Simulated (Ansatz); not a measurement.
Basis-set extrapolation for C4H2F4 (`F/C=C(F)/C(F)=C/F`) (PBE0-D4/def2-TZVP geometry, frozen core, Ansatz 0.2.0). Multiplicity 1, RHF reference.

```
                      def2-TZVPP   def2-QZVPP
                 HF  -550.543162  -550.567281
    MP2 correlation    -1.598923    -1.735718
CCSD(T) correlation    -1.679604      not run
```

Energies in hartree. Use E(X) = E(∞) + A·exp(−7.88·√X) for Hartree–Fock and E(X) = E(∞) + B·X^(−2.97) for correlation, with X = 3 and 4, and add CCSD(T) minus MP2 of the smaller set to the MP2 limit.

**Question.** What is the CCSD(T) energy at the basis-set limit?

**Answer.** HF limit: -550.567281 + (-0.024119) × 0.13774 = -550.57060. MP2 limit: -1.735718 + (-0.136795) × 0.74074 = -1.83705. Higher-order term: -1.679604 − (-1.598923) = -0.08068. Total: -552.48833 hartree, 697.2 kJ/mol below CCSD(T)/def2-TZVPP.
